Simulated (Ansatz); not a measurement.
B₄H₃⁻. Charge -1, multiplicity 3. Geometry B3LYP-D4/def2-TZVP, that of the neutral doublet; atoms count from 1.

Cartesian coordinates in Å:
```
B -0.378 0.796 0.525
B -1.116 -0.492 0.853
B 0.215 -0.452 -0.298
B 0.773 1.215 -0.376
H -1.778 -1.392 1.209
H 0.650 -1.367 -0.901
H 1.635 1.693 -1.011
```

The highest occupied level of the charge -1 triplet lies above zero (up to 1.21 eV). By energy differences its removal costs 0.61 eV (vertical, to the charge 0 doublet, at PBE0-D4/def2-TZVPD); a positive level beside a positive removal energy at the same level points to self-interaction error. At PBE0-D4/def2-TZVPD a singlet of charge -1 lies 1.75 eV below the triplet at the same geometry. The structure comes from a short search, and lower isomers may exist.

(1) Estimate the Mulliken populations from the PBE0/def2-TZVPD orbitals of Ansatz.

(2) Where does the spin sit?

(3) And the Mayer bond orders between bonded heavy atoms (over 0.3)?

Results:

(1) 
| atom | charge (e) | spin (α − β) |
| --- | --- | --- |
| B1 | -0.88 | 0.21 |
| B2 | -0.07 | 0.83 |
| B3 | -0.01 | 0.28 |
| B4 | -0.07 | 0.83 |
| H5 | 0.02 | -0.07 |
| H6 | 0.00 | 0.00 |
| H7 | 0.02 | -0.07 |
Mulliken values and Mayer orders depend strongly on the basis. With diffuse functions, as here, like atoms can get unlike values, and bond orders can come out too low or too high.

(2) Summed by element: B 2.14, H -0.14, of 2 unpaired in all. Largest on single atoms: B4 0.83, B2 0.83, B3 0.28.

(3) B1–B2 1.43 (1.52 Å); B1–B3 1.33 (1.61 Å); B1–B4 1.43 (1.52 Å); B2–B3 0.74 (1.76 Å); B3–B4 0.74 (1.76 Å). Values over 0.3 also appear between atoms too far apart for a bond (B2–B4 0.46 at 2.83 Å); they arise where an orbital or an unpaired electron spreads over both atoms.
